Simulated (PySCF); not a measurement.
Sn(Cl)(NMe2) (C2H6ClNSn), SMILES C[N](C)[Sn][Cl] (connectivity only; charge and spin as stated), neutral, multiplicity 1.

Geometry optimised at B3LYP-D3(BJ)/def2-SVP. The def2 effective core potentials stand for the cores of Sn; spin–orbit coupling is left out. The values are those of a single conformer.

These are B3LYP-D3(BJ)/def2-SVP in PySCF 2.14.0 values and carry that method's errors.

Frequencies are harmonic and unscaled.

```csv
mode,ν (cm⁻¹),IR (km/mol),moving atoms (share of kinetic energy)
1,80,0.5,"C 48 %, H 26 %, Cl 19 %"
2,136,3.3,"Cl 51 %, C 22 %, Sn 16 %, H 8 %"
3,194,5.3,"H 69 %, N 28 %"
4,245,1.3,H 92 %
5,250,0.0,"C 47 %, H 22 %, N 20 %"
6,302,7.7,"H 59 %, N 35 %"
7,308,17.5,"C 44 %, H 21 %, Sn 19 %, Cl 12 %"
8,334,44.6,"Cl 60 %, Sn 24 %, C 10 %"
9,523,21.9,"C 36 %, H 29 %, N 29 %"
10,979,102.2,"C 44 %, H 29 %, N 27 %"
11,1081,5.3,"H 71 %, C 25 %"
12,1102,0.3,"H 81 %, C 19 %"
13,1150,6.7,"H 69 %, C 19 %, N 12 %"
14,1225,44.1,"N 56 %, C 31 %, H 13 %"
15,1271,4.8,"H 46 %, N 30 %, C 24 %"
16,1428,0.9,"H 87 %, C 13 %"
17,1443,2.8,H 97 %
18,1452,29.9,"H 83 %, C 17 %"
19,1467,7.7,H 96 %
20,1471,14.7,H 97 %
21,1494,1.9,H 96 %
22,2956,49.9,H 97 %
23,2963,172.3,H 97 %
24,3007,89.2,"H 91 %, C 9 %"
25,3013,0.0,"H 90 %, C 10 %"
26,3068,20.0,"H 91 %, C 9 %"
27,3135,2.4,"H 91 %, C 9 %"
```
